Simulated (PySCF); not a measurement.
# Computed records: CH$_{4}$Al$_{2}$B, AlBClHN, Al$_{2}$H$_{4}$, Al$_{2}$BH$_{5}$N and others

All values are calculated (PySCF 2.14.0). Calculation on a computer-drawn molecule: the log of a Hartree-Fock and frozen-core CCSD(T) single point meant for a local Hartree-Fock minimum, with one planted fault or none, to be diagnosed. Offsets are logged minus clean, where the clean run is the same molecule without the fault. The reference is restricted for singlets and unrestricted otherwise, and also for a bond in bohr or an excited solution. Adding or removing an electron swaps singlet and doublet. The excited solution moves the top pair (singlet) or top alpha electron (doublet) to the lowest empty orbital. Highest occupied and lowest empty are orbital energies over both spins, largest force is the largest gradient component, triples share is (T) over the correlation energy, the T1 limit is 0.02 restricted and 0.045 unrestricted, electrons count all cores, a negative frequency is imaginary (commonest isotopes), and the dipole is about the centre of nuclear charge.

Common to all runs: meant basis cc-pV(D+d)Z; logged SCF converged yes; possible faults no fault, one electron removed, one electron added, multiplicity raised by two, geometry at a saddle point, SCF held on an excited solution, minimal basis STO-3G, one bond length entered in bohr, all coordinates scaled.

```yaml
- entry: 1
  formula: CH4Al2B
  logged_structure:
    atoms_angstrom:
      - [Al, 1.6481, 0.5335, 1.0059]
      - [C, 0.4665, -0.8528, 1.2155]
      - [B, -0.9137, -0.7594, 0.9383]
      - [Al, -3.0389, -0.5789, 0.4979]
      - [H, 2.6442, 1.7, 0.83]
      - [H, 0.8694, -1.8024, 1.5781]
      - [H, -3.4714, 0.8363, -0.0126]
      - [H, -4.656, -3.0059, 0.9452]
  given:
    meant_charge: 1
    meant_multiplicity: 1
    logged_electrons: 40
    logged_basis_functions: 94
    logged_spin_squared: 0.8656
    "logged_highest_occupied [eV]": -12.182
    "logged_lowest_empty [eV]": -3.9101
    "logged_largest_force [hartree/bohr]": 0.009515
    logged_T1_diagnostic: 0.051047
    logged_D1_diagnostic: 0.19907
    logged_triples_share: 0.043461
    logged_CC_converged: "yes"
    "logged_dipole_magnitude [debye]": 4.9681
    logged_SCF_stable_within_its_kind: "yes"
    "logged_energy_HF [hartree]": -548.31963
    "logged_energy_CCSD(T) [hartree]": -548.67203
    drawn_bonds_atom: [1, 2, 3, 1, 2, 4, 4]
    drawn_bonds_other_atom: [2, 3, 4, 5, 6, 7, 8]
    drawn_bonds_order: [1, 2, 1, 1, 1, 1, 1]
  results:
    planted_fault: "one bond length entered in bohr, row 7 of the drawn bonds"
    "HF_energy_offset_from_clean_run [kcal/mol]": 61.44
    "CCSD(T)_energy_offset_from_clean_run [kcal/mol]": 69.21
  notes: ["T1 above single-reference limit"]
- entry: 2
  formula: AlBClHN
  logged_structure:
    atoms_angstrom:
      - [Al, -0.7368, -2.5637, 1.3355]
      - ["N", -0.6654, -1.0123, 0.71]
      - [B, -0.6109, 0.1687, 0.2338]
      - [Cl, -0.5395, 1.7096, -0.3878]
      - [H, -0.8021, -3.987, 1.9099]
  given:
    meant_charge: 1
    meant_multiplicity: 1
    logged_electrons: 42
    logged_basis_functions: 79
    logged_spin_squared: 0.0
    "logged_highest_occupied [eV]": -9.1395
    "logged_lowest_empty [eV]": -11.43
    "logged_largest_force [hartree/bohr]": 0.20176
    logged_CC_converged: "no"
    "logged_dipole_magnitude [debye]": 1.1977
    logged_SCF_stable_within_its_kind: "no"
    "logged_energy_HF [hartree]": -780.37592
    drawn_bonds_atom: [1, 2, 3, 1]
    drawn_bonds_other_atom: [2, 3, 4, 5]
    drawn_bonds_order: [1, 2, 1, 1]
  results:
    planted_fault: "SCF held on an excited solution"
    "HF_energy_offset_from_clean_run [kcal/mol]": 378.6
  notes: ["CCSD not converged"]
- entry: 3
  formula: Al2H4
  logged_structure:
    atoms_angstrom:
      - [Al, 0.0313, -0.8996, -0.6835]
      - [Al, 1.7162, 0.7473, -0.044]
      - [H, -1.0447, -0.5847, -1.6468]
      - [H, 0.0271, -2.2702, -0.1299]
      - [H, 1.5236, 1.6582, 1.1042]
      - [H, 2.9886, 0.8923, -0.7821]
  given:
    meant_charge: 0
    meant_multiplicity: 1
    logged_electrons: 30
    logged_basis_functions: 66
    logged_spin_squared: 0.0
    "logged_highest_occupied [eV]": -9.2862
    "logged_lowest_empty [eV]": 0.76952
    "logged_largest_force [hartree/bohr]": 0.035658
    logged_T1_diagnostic: 0.011634
    logged_D1_diagnostic: 0.017655
    logged_triples_share: 0.016651
    logged_CC_converged: "yes"
    "logged_dipole_magnitude [debye]": 0.0005128
    logged_SCF_stable_within_its_kind: "yes"
    "logged_energy_HF [hartree]": -486.1079
    "logged_energy_CCSD(T) [hartree]": -486.28624
    drawn_bonds_atom: [1, 1, 1, 2, 2]
    drawn_bonds_other_atom: [2, 3, 4, 5, 6]
    drawn_bonds_order: [1, 1, 1, 1, 1]
  results:
    planted_fault: "all coordinates scaled, by -7.0 %"
    "HF_energy_offset_from_clean_run [kcal/mol]": 12.74
    "CCSD(T)_energy_offset_from_clean_run [kcal/mol]": 12.01
- entry: 4
  formula: Al2H4
  logged_structure:
    atoms_angstrom:
      - [Al, 0.0337, -0.9673, -0.7349]
      - [Al, 1.8453, 0.8036, -0.0473]
      - [H, -1.1233, -0.6287, -1.7708]
      - [H, 0.0292, -2.4411, -0.1396]
      - [H, 1.6383, 1.783, 1.1873]
      - [H, 3.2136, 0.9595, -0.841]
  given:
    meant_charge: 0
    meant_multiplicity: 1
    logged_electrons: 29
    logged_basis_functions: 66
    logged_spin_squared: 0.7661
    "logged_highest_occupied [eV]": -16.715
    "logged_lowest_empty [eV]": -7.516
    "logged_largest_force [hartree/bohr]": 0.04349
    logged_T1_diagnostic: 0.020167
    logged_D1_diagnostic: 0.057203
    logged_triples_share: 0.017997
    logged_CC_converged: "yes"
    "logged_dipole_magnitude [debye]": 0.00053454
    logged_SCF_stable_within_its_kind: "yes"
    "logged_energy_HF [hartree]": -485.82281
    "logged_energy_CCSD(T) [hartree]": -485.97836
    drawn_bonds_atom: [1, 1, 1, 2, 2]
    drawn_bonds_other_atom: [2, 3, 4, 5, 6]
    drawn_bonds_order: [1, 1, 1, 1, 1]
  results:
    planted_fault: "one electron removed"
    "HF_energy_offset_from_clean_run [kcal/mol]": 191.6
    "CCSD(T)_energy_offset_from_clean_run [kcal/mol]": 205.2
- entry: 5
  formula: Al2BH5N
  logged_structure:
    atoms_angstrom:
      - [Al, -2.0157, 0.6175, -1.4589]
      - [B, -0.1115, -0.5081, -1.5488]
      - ["N", 1.0109, -1.1956, -1.5761]
      - [Al, 1.5005, -2.6619, -0.4511]
      - [H, -2.0938, 1.7504, -2.5238]
      - [H, -2.9737, 0.0991, -0.3463]
      - [H, 1.6976, -0.9209, -2.2714]
      - [H, 2.9102, -3.22, -0.7839]
      - [H, 0.37, -2.986, 0.5678]
  given:
    meant_charge: 1
    meant_multiplicity: 1
    logged_electrons: 42
    logged_basis_functions: 99
    logged_spin_squared: 0.0
    "logged_highest_occupied [eV]": -9.7911
    "logged_lowest_empty [eV]": -12.885
    "logged_largest_force [hartree/bohr]": 0.11507
    logged_CC_converged: "no"
    "logged_dipole_magnitude [debye]": 5.2167
    logged_SCF_stable_within_its_kind: "no"
    "logged_energy_HF [hartree]": -565.10905
    drawn_bonds_atom: [1, 2, 3, 1, 1, 3, 4, 4]
    drawn_bonds_other_atom: [2, 3, 4, 5, 6, 7, 8, 9]
    drawn_bonds_order: [1, 1, 1, 1, 1, 1, 1, 1]
  results:
    planted_fault: "SCF held on an excited solution"
    "HF_energy_offset_from_clean_run [kcal/mol]": 363.7
  notes: ["CCSD not converged"]
- entry: 6
  formula: AlB2ClH3
  logged_structure:
    atoms_angstrom:
      - [Al, 0.8656, -0.2691, 0.6966]
      - [B, -0.2214, -0.2467, -1.2153]
      - [B, -1.8061, -0.7562, -1.4883]
      - [Cl, -3.3387, -1.2706, -1.6496]
      - [H, 0.7234, 1.0381, 1.5447]
      - [H, 1.6633, -1.585, 0.9796]
      - [H, 0.3302, 0.1624, -2.1956]
  given:
    meant_charge: 1
    meant_multiplicity: 1
    logged_electrons: 42
    logged_basis_functions: 89
    logged_spin_squared: 0.0
    "logged_highest_occupied [eV]": -15.281
    "logged_lowest_empty [eV]": -5.7161
    "logged_largest_force [hartree/bohr]": 1.819e-05
    "logged_lowest_frequency [cm^-1]": 83.42
    logged_T1_diagnostic: 0.018968
    logged_D1_diagnostic: 0.049734
    logged_triples_share: 0.031798
    logged_CC_converged: "yes"
    "logged_dipole_magnitude [debye]": 1.913
    logged_SCF_stable_within_its_kind: "yes"
    "logged_energy_HF [hartree]": -752.23529
    "logged_energy_CCSD(T) [hartree]": -752.63406
    drawn_bonds_atom: [1, 2, 3, 1, 1, 2]
    drawn_bonds_other_atom: [2, 3, 4, 5, 6, 7]
    drawn_bonds_order: [1, 1, 1, 1, 1, 1]
  results:
    planted_fault: "no fault"
    "HF_energy_offset_from_clean_run [kcal/mol]": 0.0
    "CCSD(T)_energy_offset_from_clean_run [kcal/mol]": 0.0
- entry: 7
  formula: AlB2ClH3
  logged_structure:
    atoms_angstrom:
      - [Al, 0.8873, -0.2758, 0.714]
      - [B, -0.2269, -0.2529, -1.2457]
      - [B, -1.8512, -0.7751, -1.5255]
      - [Cl, -3.4221, -1.3023, -1.6908]
      - [H, 0.7415, 1.0641, 1.5833]
      - [H, 1.7049, -1.6247, 1.0041]
      - [H, 0.3384, 0.1665, -2.2505]
  given:
    meant_charge: 1
    meant_multiplicity: 1
    logged_electrons: 42
    logged_basis_functions: 89
    logged_spin_squared: 0.0
    "logged_highest_occupied [eV]": -15.188
    "logged_lowest_empty [eV]": -5.7097
    "logged_largest_force [hartree/bohr]": 0.026674
    logged_T1_diagnostic: 0.019751
    logged_D1_diagnostic: 0.052755
    logged_triples_share: 0.032477
    logged_CC_converged: "yes"
    "logged_dipole_magnitude [debye]": 1.7644
    logged_SCF_stable_within_its_kind: "yes"
    "logged_energy_HF [hartree]": -752.2319
    "logged_energy_CCSD(T) [hartree]": -752.63172
    drawn_bonds_atom: [1, 2, 3, 1, 1, 2]
    drawn_bonds_other_atom: [2, 3, 4, 5, 6, 7]
    drawn_bonds_order: [1, 1, 1, 1, 1, 1]
  results:
    planted_fault: "all coordinates scaled, by +2.5 %"
    "HF_energy_offset_from_clean_run [kcal/mol]": 2.132
    "CCSD(T)_energy_offset_from_clean_run [kcal/mol]": 1.467
- entry: 8
  formula: AlBClH4Si
  logged_structure:
    atoms_angstrom:
      - [Al, 0.161, -0.4865, 0.8111]
      - [B, 1.4276, -0.9806, -0.9189]
      - [Si, 1.4328, -0.1691, -2.7346]
      - [Cl, 0.2139, -0.8464, -4.142]
      - [H, -1.1669, -1.3085, 0.9075]
      - [H, 0.7384, 0.623, 1.7521]
      - [H, 2.2354, -1.8557, -0.7742]
      - [H, 2.192, 1.0125, -3.1511]
  given:
    meant_charge: 1
    meant_multiplicity: 1
    logged_electrons: 52
    logged_basis_functions: 103
    logged_spin_squared: 2.0253
    "logged_highest_occupied [eV]": -13.409
    "logged_lowest_empty [eV]": -6.2378
    "logged_largest_force [hartree/bohr]": 0.043885
    logged_T1_diagnostic: 0.019883
    logged_D1_diagnostic: 0.075253
    logged_triples_share: 0.028495
    logged_CC_converged: "yes"
    "logged_dipole_magnitude [debye]": 3.2393
    logged_SCF_stable_within_its_kind: "yes"
    "logged_energy_HF [hartree]": -1017.02714
    "logged_energy_CCSD(T) [hartree]": -1017.43834
    drawn_bonds_atom: [1, 2, 3, 1, 1, 2, 3]
    drawn_bonds_other_atom: [2, 3, 4, 5, 6, 7, 8]
    drawn_bonds_order: [1, 1, 1, 1, 1, 1, 1]
  results:
    planted_fault: "multiplicity raised by two"
    "HF_energy_offset_from_clean_run [kcal/mol]": 39.82
    "CCSD(T)_energy_offset_from_clean_run [kcal/mol]": 47.52
- entry: 9
  formula: AlBClH4Si
  logged_structure:
    atoms_angstrom:
      - [Al, 0.161, -0.4865, 0.8111]
      - [B, 1.4276, -0.9806, -0.9189]
      - [Si, 1.4328, -0.1691, -2.7346]
      - [Cl, 0.2139, -0.8464, -4.142]
      - [H, -1.1669, -1.3085, 0.9075]
      - [H, 0.7384, 0.623, 1.7521]
      - [H, 2.2354, -1.8557, -0.7742]
      - [H, 2.192, 1.0125, -3.1511]
  given:
    meant_charge: 1
    meant_multiplicity: 1
    logged_electrons: 52
    logged_basis_functions: 36
    logged_spin_squared: 0.0
    "logged_highest_occupied [eV]": -13.154
    "logged_lowest_empty [eV]": -2.4219
    "logged_largest_force [hartree/bohr]": 0.035998
    logged_T1_diagnostic: 0.017333
    logged_D1_diagnostic: 0.067519
    logged_triples_share: 0.023499
    logged_CC_converged: "yes"
    "logged_dipole_magnitude [debye]": 4.0386
    logged_SCF_stable_within_its_kind: "yes"
    "logged_energy_HF [hartree]": -1005.69287
    "logged_energy_CCSD(T) [hartree]": -1005.84073
    drawn_bonds_atom: [1, 2, 3, 1, 1, 2, 3]
    drawn_bonds_other_atom: [2, 3, 4, 5, 6, 7, 8]
    drawn_bonds_order: [1, 1, 1, 1, 1, 1, 1]
  results:
    planted_fault: "minimal basis STO-3G"
    "HF_energy_offset_from_clean_run [kcal/mol]": 7152
    "CCSD(T)_energy_offset_from_clean_run [kcal/mol]": 7325
- entry: 10
  formula: AlBClH4Si
  logged_structure:
    atoms_angstrom:
      - [Al, -2.7328, -2.1926, 0.6326]
      - [B, -3.2943, -0.132, 0.5468]
      - [Si, -2.1033, 1.3202, 0.9326]
      - [Cl, 1.623, 0.7313, 1.9562]
      - [H, -2.1663, -2.9372, -0.6477]
      - [H, -2.8916, -3.0259, 1.9725]
      - [H, -4.4007, 0.2381, 0.2494]
      - [H, -2.3209, 2.7749, 0.9196]
  given:
    meant_charge: 0
    meant_multiplicity: 2
    logged_electrons: 53
    logged_basis_functions: 103
    logged_spin_squared: 1.7254
    "logged_highest_occupied [eV]": -8.7739
    "logged_lowest_empty [eV]": -0.95795
    "logged_largest_force [hartree/bohr]": 0.018192
    logged_T1_diagnostic: 0.025346
    logged_D1_diagnostic: 0.10765
    logged_triples_share: 0.024614
    logged_CC_converged: "yes"
    "logged_dipole_magnitude [debye]": 0.87559
    logged_SCF_stable_within_its_kind: "yes"
    "logged_energy_HF [hartree]": -1017.23117
    "logged_energy_CCSD(T) [hartree]": -1017.63921
    drawn_bonds_atom: [1, 2, 3, 1, 1, 2, 3]
    drawn_bonds_other_atom: [2, 3, 4, 5, 6, 7, 8]
    drawn_bonds_order: [1, 1, 1, 1, 1, 1, 1]
  results:
    planted_fault: "one bond length entered in bohr, row 3 of the drawn bonds"
    "HF_energy_offset_from_clean_run [kcal/mol]": 72.89
    "CCSD(T)_energy_offset_from_clean_run [kcal/mol]": 91.61
```
